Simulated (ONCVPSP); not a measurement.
# Plane-wave convergence, ONCV potential for strontium

```json
{
 "Element": "strontium (Sr)",
 "Generator": "ONCVPSP 4.0.1",
 "Type": "optimised norm-conserving Vanderbilt (ONCV)",
 "Functional": "PBE",
 "Relativity": "scalar-relativistic",
 "Frozen core": "[Ar] 3d10",
 "Valence charge": "10",
 "Reference configuration": "4s2 4p6 5s2",
 "Partial waves": "4s+5s: rc 2.15 bohr, ncon 4, nbas 8, qcut 5.2 1/bohr, 2 projectors; 4p: rc 1.95 bohr, ncon 4, nbas 8, qcut 6.7 1/bohr, 1 projector; d scattering state at 0.19 Ha: rc 1.80 bohr, ncon 4, nbas 8, qcut 5.2 1/bohr, 1 projector",
 "Local potential": "polynomial inside 1.40 bohr (lpopt 5, dvloc0 0 Ha)",
 "Core correction": "Teter function, fcfact 4.5, rcfact 1.7"
}
```

In the d channel the program set the typed energies aside and used 0.050 Ha.

For each optimised wave give the share of its norm inside rc, the residual kinetic energy above qcut (Ha) and the cutoffs (Ha) for errors of 10, 1, 0.1 and 0.01 mHa per electron.

| wave | norm inside rc | residual KE | 10 mHa | 1 mHa | 0.1 mHa | 0.01 mHa |
| --- | --- | --- | --- | --- | --- | --- |
| 4s | 0.937 | 1.3e-05 | 6.3 | 9.5 | 11.6 | 15.1 |
| 5s | 0.048 | 1.0e-05 | 2.4 | 8.2 | 11.1 | 14.1 |
| 4p | 0.777 | 1.1e-06 | 5.6 | 12.5 | 16.8 | 19.8 |
| d projector 1 | 0.352 | 2.3e-04 | 8.2 | 11.6 | 16.7 | 64.3 |

The occupied waves need 12 Ha and 17 Ha for 1 and 0.1 mHa.
